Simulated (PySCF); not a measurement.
C2H6Cl2Sn, singlet, at a GFN2-xTB geometry (such geometries of metal compounds can be far from the true shape) (all electrons, no relativity). Base run: TPSS/3-21G (PySCF).

The PySCF input:
```python
from pyscf import gto, scf, dft

mol = gto.Mole()
mol.atom = '''
    C     1.802743   -1.518929    0.130225
    Sn   -0.015529   -0.267777   -0.050012
    C    -1.958449   -1.159081   -0.628532
    Cl    0.454020    1.440199   -1.566767
    Cl   -0.322578    0.822633    1.988397
    H     1.647280   -2.258916    0.905649
    H     2.630554   -0.870761    0.394279
    H     1.996078   -2.001301   -0.820028
    H    -2.685552   -0.358407   -0.702241
    H    -2.261782   -1.868720    0.131394
    H    -1.850392   -1.653142   -1.586324
'''
mol.basis = '3-21g'
mol.charge = 0
mol.spin = 0
mol.verbose = 4
mol.build()

mf = dft.RKS(mol)
mf.xc = 'tpss'
mf.kernel()
```

The base run was repeated with changes; each row names its change, and settings that it needs were set with it.

| change | ΔE vs base (mEh) | grid points | electrons on the grid |
|---|---|---|---|
| base | 0.000 | 146808 | 102.00001 |
| grids.prune = dft.gen_grid.treutler_prune | -0.002 | 133112 | 102.00002 |
| grids.atom_grid = (150, 974) | 0.007 | 874384 | 102.00000 |
| grids.level = 4 | 0.008 | 240976 | 102.00000 |
| grids.radi_method = gauss_chebyshev | 0.010 | 143016 | 102.00001 |
| grids.becke_scheme = stratmann | 0.000 | 146808 | 102.00001 |
| grids.level = 5 | 0.006 | 360296 | 102.00000 |
| grids.level = 0 | 102.3 | 11976 | 102.00166 |
| small_rho_cutoff = 0 | 0.000 | 146808 | 102.00001 |
| grids.prune = off | 0.000 | 246576 | 102.00001 |
| grids.atom_grid = (50, 194) | -3.009 | 71904 | 101.99986 |
